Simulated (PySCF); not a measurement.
Compound: C₅H₁₂O₂S.
SMILES: `CC(C)(C)S(C)(=O)=O`

All values: PBE0/pcSseg-1 (PySCF, non-relativistic), on one gas-phase PBE0-D3(BJ)/def2-SVP geometry that isn't relaxed in the solvent. The solvent is an IEF-PCM continuum (van der Waals radii × 1.2). Specific hydrogen bonds and non-electrostatic terms are outside this model.

| run | E − E(gas) (kJ/mol) | HOMO (eV) | HOMO–LUMO gap (eV) | dipole (D) |
| --- | --- | --- | --- | --- |
| gas | 0.00 | -7.96 | 8.87 | 4.61 |
| P | -31.20 | -8.01 | 9.25 | 5.69 |
| Q | -37.33 | -8.03 | 9.32 | 5.94 |
| R | -43.65 | -8.05 | 9.38 | 6.20 |

Q: The runs were made in chloroform, dichloromethane and dimethylsulfoxide. Which run belongs to which solvent?

A: P = chloroform, Q = dichloromethane, R = dimethylsulfoxide. The dielectric constants are 4.711 (chloroform), 8.93 (dichloromethane), 46.83 (dimethylsulfoxide), and the energy falls further as ε rises. In this model the ground state sees the solvent through ε alone.

Q: How constant is the ratio of the lowering to (ε − 1)/(2ε + 1)?

A: 
```tsv
solvent	(ε − 1)/(2ε + 1)	E − E(gas) (kJ/mol)	ratio (kJ/mol)	polarisation term (kJ/mol)
chloroform	0.356	-31.20	-87.6	-35.64
dichloromethane	0.420	-37.33	-88.8	-43.89
dimethylsulfoxide	0.484	-43.65	-90.2	-52.91
```

The ratio changes by +2.9 % in size from chloroform to dimethylsulfoxide. The polarisation term is half the interaction of the solute with the induced surface charges.

The values belong to the conformer `[CH3:1][C:2]([CH3:3])([CH3:4])[S:5]([CH3:6])(=[O:7])=[O:8]`: C1–C2–S5–C6 180°.
